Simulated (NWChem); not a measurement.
Species: HSOF2 cation; SMILES [OH+]=S(F)F

Computed with NWChem. Pople sets run with spherical d functions. Structure relaxed at the PBE0/def2-SVP level. Level: PBE0/6-31G* with SMD (1 M gas to 1 M solution), gas-phase geometry. Reactions with the solvent are ignored.

```json
[
 {"solvent": "water", "dielectric constant": "78.4", "solvation free energy (kcal/mol)": "-66.9", "cavity-dispersion-structure term (kcal/mol)": "2.4"},
 {"solvent": "chlorobenzene", "dielectric constant": "5.70", "solvation free energy (kcal/mol)": "-52.6", "cavity-dispersion-structure term (kcal/mol)": "-0.5"},
 {"solvent": "acetonitrile", "dielectric constant": "35.7", "solvation free energy (kcal/mol)": "[?]", "cavity-dispersion-structure term (kcal/mol)": "-0.2"},
 {"solvent": "toluene", "dielectric constant": "2.37", "solvation free energy (kcal/mol)": "-37.4", "cavity-dispersion-structure term (kcal/mol)": "-0.8"},
 {"solvent": "1-octanol", "dielectric constant": "9.86", "solvation free energy (kcal/mol)": "-62.2", "cavity-dispersion-structure term (kcal/mol)": "0.6"},
 {"solvent": "ethylene glycol", "dielectric constant": "40.2", "solvation free energy (kcal/mol)": "-66.3", "cavity-dispersion-structure term (kcal/mol)": "2.1"}
]
```

Question: What belongs in the gaps?

Answer: 
- acetonitrile, solvation free energy (kcal/mol): -63.6
